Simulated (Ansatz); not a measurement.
Basis-set series for `[NH2][Hf]([F])([F])[Cl]`. Charge 0, multiplicity 1. Hf takes the def2 core potential. The structure was optimised at the PBE0-D4/def2-TZVP level. It is one conformer, not always the lowest.

Z-matrix (Å, degrees):
```
Hf
F 1 1.900
F 1 1.900 2 113.6
N 1 2.008 2 107.2 3 -118.2
Cl 1 2.358 2 109.3 3 122.5
H 4 1.011 1 125.6 2 151.3
H 4 1.011 1 125.6 2 -29.3
```

```tsv
functional	basis	functions	energy (Eh)	HOMO (eV)	LUMO (eV)
PBE0-D4	def2-TZVPP	219	-763.88709	-8.24	-0.76
PBE0-D4	def2-QZVPP	382	-763.91529	-8.27	-0.79
ωB97M-V	def2-TZVPP	219	-764.13519	-10.56	0.69
ωB97M-V	def2-QZVPP	382	-764.16165	-10.60	0.30
```

Give the rows for def2-SVP. (Estimate.)

Ansatz gave: 
```json
{"functional": "PBE0-D4", "basis": "def2-SVP", "functions": "102", "energy (Eh)": "-763.39935", "HOMO (eV)": "-8.17", "LUMO (eV)": "-0.80"}
{"functional": "ωB97M-V", "basis": "def2-SVP", "functions": "102", "energy (Eh)": "-763.64098", "HOMO (eV)": "-10.47", "LUMO (eV)": "0.82"}
```

Positive LUMOs are unbound and depend on the basis.
